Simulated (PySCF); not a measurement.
NMR parameters from quadrupole coupling constants

C3H3F2O3 (charge -1).
Z-matrix (Å and degrees, GFN2-xTB geometry), rows numbered from 1:
```
O 
C   1  1.2183
O   2  1.2087  1  134.59
O   2  1.5127  1  113.91  3  -179.64
C   4  1.3786  2  115.10  1    -3.22
C   5  1.5284  4  112.18  2    75.79
F   6  1.3692  5  110.92  4  -168.75
F   6  1.3626  5  112.43  4    74.95
H   5  1.0969  4  108.29  2  -163.53
H   5  1.1022  4  111.28  2   -42.48
H   6  1.0959  5  111.56  4   -47.54
```

Computed at PBE0/pcSseg-1 (PySCF, non-relativistic):

| atom | environment | nucleus | spin I | Q (b) | CQ = χzz (MHz) | η |
| --- | --- | --- | --- | --- | --- | --- |
| O1 | oxygen bonded to C | 17O | 5/2 | -0.0256 | 7.361 | 0.643 |
| O3 | oxygen bonded to C | 17O | 5/2 | -0.0256 | 7.675 | 0.535 |
| O4 | oxygen singly bound to a carbonyl carbon | 17O | 5/2 | -0.0256 | -11.260 | 0.630 |

Recover the principal values of the field gradient from CQ = 234.96 MHz × Q × Vzz, η = (Vxx − Vyy)/Vzz and a zero trace.

The tensor is traceless, so η fixes the two smaller values:

```tsv
atom	Vxx (au)	Vyy (au)	Vzz (au)	Vzz (10²¹ V/m²)
O1	0.218	1.006	-1.224	-11.89
O3	0.297	0.979	-1.276	-12.40
O4	-0.347	-1.525	1.872	18.19
```

PQ = |CQ|√(1 + η²/3), νQ = 3|CQ|/[2I(2I − 1)], ν0 = |g|·7.62259 MHz/T·B with g(17O) = −0.75752: values at 14.1 T?

```json
{"atom": "O1", "PQ (MHz)": "7.853", "νQ (MHz)": "1.104", "ν0 (MHz)": "81.42", "νQ/ν0": "0.014"}
{"atom": "O3", "PQ (MHz)": "8.032", "νQ (MHz)": "1.151", "ν0 (MHz)": "81.42", "νQ/ν0": "0.014"}
{"atom": "O4", "PQ (MHz)": "11.98", "νQ (MHz)": "1.689", "ν0 (MHz)": "81.42", "νQ/ν0": "0.021"}
```

For O1: PQ = 7.361 × 1.0668, νQ = 7.361 × 0.1500, ν0 = 5.7742 MHz/T × 14.1 T.

Second-order quadrupolar shift of the central transition's centre of gravity (half-integer spins, νQ < ν0/10) at 14.1 and 18.8 T.

From −(3/40)(PQ/ν0)²[I(I + 1) − 3/4]/[I(2I − 1)]², which goes as 1/B² (ppm):

```tsv
site	14.1 T	18.8 T
17O at O1	-55.8	-31.4
17O at O3	-58.4	-32.8
17O at O4	-130	-73.1
```

In the extreme-narrowing limit, with isotropic tumbling and one correlation time, the quadrupolar linewidth goes as PQ². What relative widths follow for the 17O sites?

O4 1, O3 0.45, O1 0.43, with O4 as 1.

Geometry: GFN2-xTB, one conformer, isolated ion. The pcSseg-1 basis has no diffuse functions, a weakness for an anion. GFN2-xTB bond lengths can be off by several hundredths of an ångström, more for odd bonds, and the gradients follow them. With a basis this small, the couplings can be 20 % off.

These values come from a run that also computed NMR shieldings. Hardware: an Intel Xeon at 2.70 GHz with one thread, no GPU, shared host. Cost: 24 s, 0.70 GiB resident at most.
